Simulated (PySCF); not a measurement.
**Two-component Hartree-Fock for Cu⁺ (copper, charge +1)**

Start: [Ar] 3d10. Calculated with PySCF 2.14 in x2c-TZVPall-2c (6s7p4d1f, 54 functions): generalised Hartree-Fock with the X2C-1e Hamiltonian and a Gaussian nucleus; one run each with spin-orbit coupling (SO) switched off, then screened by Boettger's factors. This is a chosen level, not necessarily the ground level.

```csv
spinor shell,electrons,"ε, spin-free (eV)","ε, screened SO (eV)",weight of nominal j (screened SO),"rms radius, screened SO (bohr)"
1s1/2,2,-9056.2,-9056.1,1.000,0.0601
2s1/2,2,-1142.1,-1142.1,1.000,0.254
2p1/2,2,-982.74,-996.84,1.000,0.226
2p3/2,4,-982.74,-975.89,1.000,0.229
3s1/2,2,-148.97,-148.97,1.000,0.767
3p1/2,2,-100.29,-102.19,1.000,0.812
3p3/2,4,-100.29,-99.370,1.000,0.823
3d3/2,4,-21.882,-22.099,1.000,1.13
3d5/2,6,-21.882,-21.740,1.000,1.15
```

```tsv
quantity	spin-free	screened SO
E (hartree)	-1652.86828	-1652.90913
M_J	0	0
⟨J²⟩	0.000	0.000
⟨L²⟩	0.000	0.002
⟨S²⟩	0.000	0.002
```

Without spin-orbit coupling the j labels of p, d and f shells carry no meaning; the spin-free column gives the mean over the occupied spinors of each nl shell.
